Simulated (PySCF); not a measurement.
A structure optimised at PBE0-D3(BJ)/def2-SVP, used in a PySCF frequency run:

```xyz
14

Se    -0.6687    -0.1133     0.5302
C      0.9255    -0.3717    -0.6139
C      1.8851    -1.2557     0.1648
C      1.5371     0.9515    -1.0268
H      0.5710    -0.9144    -1.5063
H      2.7774    -1.4816    -0.4411
H      2.2255    -0.7552     1.0859
H      1.4211    -2.2135     0.4473
H      0.8051     1.5863    -1.5497
H      2.3845     0.7925    -1.7149
H      1.9045     1.5064    -0.1491
N     -1.7316     0.9872    -0.4781
H     -1.9980     0.5714    -1.3673
H     -1.3193     1.9045    -0.6288
```
Charge 0, spin multiplicity 1.

Question: Write its SMILES and formula.

Answer: CC(C)[Se]N, C3H9NSe

Question: What are its rotational constants (standard atomic weights)?

Answer: 5.0582, 2.3196, 1.7250 GHz
